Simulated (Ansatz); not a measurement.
Geometry optimisation, UKS PBE0-D4/def2-TZVP in Ansatz 0.2.0.

The input (input.yaml):

```yaml
crystal:
  periodic: [false, false, false]
  atoms:
    - { symbol: Ge, position_ang: [0.003449, 0.002079, -0.309224] }
    - { symbol: H, position_ang: [0.009693, 0.095736, 2.440014] }
    - { symbol: H, position_ang: [1.473273, -0.004076, -0.754453] }
    - { symbol: H, position_ang: [-0.732928, 1.272894, -0.760366] }
    - { symbol: H, position_ang: [-0.733673, -1.273557, -0.747857] }
    - { symbol: O, position_ang: [0.004097, -0.054861, 3.410718] }
    - { symbol: H, position_ang: [-0.53671, -0.839315, 3.529668] }
magnetization:
  spin_polarized: true
  initial_magnetization: 1
basis:
  gaussian: { orbitals: def2-TZVP }
hamiltonian:
  xc: pbe0
  dispersion: d4
relax:
  f_tol: 0.03
  max_steps: 50
```

Command:

```bash
$ ansatz run input.yaml --threads 4 --pin off --max-ram 5120MiB --backend cpu --events-out ev --progress --plain --runs-dir out
```

Question: Where does it end, and by what steps?

Answer: It converged. The force dipped under the threshold on the way, but the program's further checks kept it going. After 38 steps the energy has fallen by 0.036 eV; H4 moved furthest, 0.84 Å.

```csv
step,energy less start (eV),largest force component (eV/Å),accepted
0,0.0000,0.836,yes
2,-0.0086,0.162,yes
4,-0.0099,0.013,yes
6,-0.0100,0.193,yes
8,-0.0106,0.187,yes
10,-0.0102,0.528,no
12,-0.0064,0.708,no
14,-0.0151,0.166,yes
16,-0.0161,0.109,yes
18,-0.0191,0.052,yes
20,-0.0128,0.679,no
22,-0.0214,0.332,no
24,-0.0228,0.090,yes
26,-0.0262,0.068,yes
28,0.0040,1.699,no
30,-0.0293,0.052,yes
32,-0.0307,0.053,yes
34,-0.0325,0.113,yes
36,-0.0348,0.144,yes
38,-0.0360,0.010,yes
```

```xyz
7
Properties=species:S:1:pos:R:3
Ge -0.180 0.251 -0.225
H 0.106 0.429 3.083
H 1.347 0.082 -0.183
H -0.616 0.961 -1.526
H -0.899 -1.104 -0.101
O 0.273 -0.472 2.794
H -0.544 -0.947 2.966
```

Time of the run: 47 s on 4 threads of Arm Neoverse V1, with other jobs on the host, peak memory 0.23 GiB.
